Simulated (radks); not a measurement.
Q: Se2+, configuration [Ar] 3d10 4s2 4p2. Method: Dirac Kohn-Sham, PBEsol, spin-unpolarised, spherical densities, finite nucleus; open shells fill j = l - 1/2 first; Fermi nuclear charge, rms radius 4.14 fm; computed with a radial shooting solver on a logarithmic mesh with Libxc functionals.

Spin-orbit splittings of the eigenvalues, e(l+1/2) - e(l-1/2), with zeta = 2 splitting/(2l+1) and mean radii in bohr:

| shell | occ. | splitting (eV) | zeta (eV) | <r> j=l-1/2 | <r> j=l+1/2 |
|---|---|---|---|---|---|
| 2p | 6 | 41.71 | 27.81 | 0.1686 | 0.1724 |
| 3p | 6 | ? | ? | 0.5825 | 0.5931 |
| 3d | 10 | 0.8977 | 0.3591 | 0.6263 | 0.6306 |
| 4p | 2 | 0.5179 | 0.3452 | 1.965 | 1.995 |

Estimate the 3p splitting.

A: 5.878 eV (zeta = 3.919 eV).
